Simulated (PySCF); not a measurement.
## SMILES CO[C@H]1C[C@@H]1Br, C₄H₇BrO

Cartesian coordinates in Å; atom numbers follow the order of the lines, from 1:
```xyz
13

C     1.967   -0.463   -0.014
O     0.713   -0.833    0.520
C    -0.357   -0.372   -0.229
C    -1.677   -0.229    0.462
C    -0.910    0.995    0.067
Br   -1.551    2.079   -1.386
H     2.094   -0.860   -1.028
H     2.718   -0.894    0.643
H     2.084    0.626   -0.042
H    -0.351   -0.695   -1.270
H    -1.716   -0.466    1.514
H    -2.569   -0.487   -0.089
H    -0.449    1.599    0.835
```

Method used: TDDFT wB97X-D/aug-cc-pVDZ circular dichroism and optical rotation, one conformer, gas phase (PySCF 2.14.0). Geometry: GFN2-xTB.

The molecule is flexible and this is one conformer; a measurement averages over conformers. The calculation is non-relativistic, which matters for the atoms heavier than Zn.

(1) Draw the ECD and absorption spectra from the lowest 16 states, each a Gaussian of half-width 0.2 eV at 1/e height.

Results:

(1) 
```csv
E (eV),λ (nm),Δε (L mol⁻¹ cm⁻¹),ε (L mol⁻¹ cm⁻¹)
5.28,235,0.00,0.577
5.38,230,+0.04,5.47
5.48,226,+0.25,31.5
5.58,222,+0.88,110
5.68,218,+1.86,233
5.78,214,+2.39,300
5.88,211,+1.91,239
5.98,207,+1.18,147
6.08,204,+1.29,158
6.18,201,+2.20,266
6.28,197,+2.72,329
6.38,194,+2.28,272
6.48,191,+2.40,269
6.58,188,+5.87,636
6.68,186,+13.10,1470
6.78,183,+18.23,2280
6.88,180,+14.87,2580
6.98,178,+6.41,2720
7.08,175,+1.35,3510
7.18,173,+3.37,5150
7.28,170,+9.61,6990
7.38,168,+12.64,7950
7.48,166,+8.71,7050
7.58,164,+1.33,4900
7.68,161,-7.34,3610
7.78,159,-20.49,4210
7.88,157,-38.55,6240
7.98,155,-51.19,8340
8.08,153,-49.82,8690
```
Δε uses R in velocity form, ε uses f in length form. Only the states computed contribute, so the short-wavelength end is incomplete.
